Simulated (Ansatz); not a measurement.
Total energies of `CC[N](C)[GeH3]`.

```xyz
16

C    -0.4647    0.8497   -1.7502
C    -0.9432    0.4081   -0.3834
N     0.1315    0.1664    0.5582
C    -0.3797   -0.1187    1.8803
Ge    1.5568   -0.8785    0.0239
H    -1.3174    1.1202   -2.3762
H     0.0802    0.0576   -2.2714
H     0.1937    1.7174   -1.6691
H    -1.5942   -0.4792   -0.4924
H    -1.5805    1.1956    0.0416
H     0.4396   -0.2612    2.5882
H    -0.9802    0.7276    2.2356
H    -1.0234   -1.0140    1.9212
H     1.1073   -2.2617   -0.5138
H     2.4201   -1.0718    1.2795
H     2.3541   -0.1574   -1.0718
```

Total charge 0; spin multiplicity 1. Correlated methods include outer-core shells of Ge, which these sets cover unevenly. Scalar relativity is left out up to krypton. The structure was optimised at the PBE0-D4/def2-TZVP level. It is one conformer, not always the lowest. Basis def2-TZVPP, Ansatz.

RPA on PBE orbitals: Hartree–Fock energy of these orbitals -2249.80232 Eh, correlation -1.68277 Eh (frozen core).

| functional | energy without D4 (Eh) | D4 term (kJ/mol) |
| --- | --- | --- |
| LDA (SPW92) | -2247.97297 | – |
| PBE | -2252.17993 | -33.6 |
| BLYP | -2252.69404 | -73.9 |
| B97M-V | -2252.35410 | – |
| PBE0 | -2252.26615 | -28.4 |
| r2SCAN0 | -2252.59192 | -10.1 |
| BHLYP | -2252.61083 | -39.3 |
| LC-ωPBE | -2252.37249 | – |
| ωB97X-V | -2252.50727 | – |
| PBE-QIDH | -2251.92061 | – |

Task: Give the same for revPBE, r2SCAN, B3LYP, r2SCANh, HSE06 (plane-wave form), CAM-B3LYP, ωB97M-V, B2PLYP. (Estimate.)

Result: The calculation gave: 
```
             functional  energy without D4 (Eh)  D4 term (kJ/mol)
                 revPBE             -2252.52170            -107.2
                 r2SCAN             -2252.62563              -8.7
                  B3LYP             -2252.80167             -53.6
                r2SCANh             -2252.61151              -9.2
HSE06 (plane-wave form)             -2252.25561             -26.4
              CAM-B3LYP             -2252.76860             -28.7
                ωB97M-V             -2252.52290                 –
                 B2PLYP             -2252.21095                 –
```

B3LYP takes the VWN-RPA correlation (the form of Gaussian; ORCA's B3LYP/G). HSE06 is the plane-wave form, built on full-range PBE exchange. The double hybrids freeze the cores in their second-order part.

LC-ωPBE has ω = 0.4 bohr⁻¹.
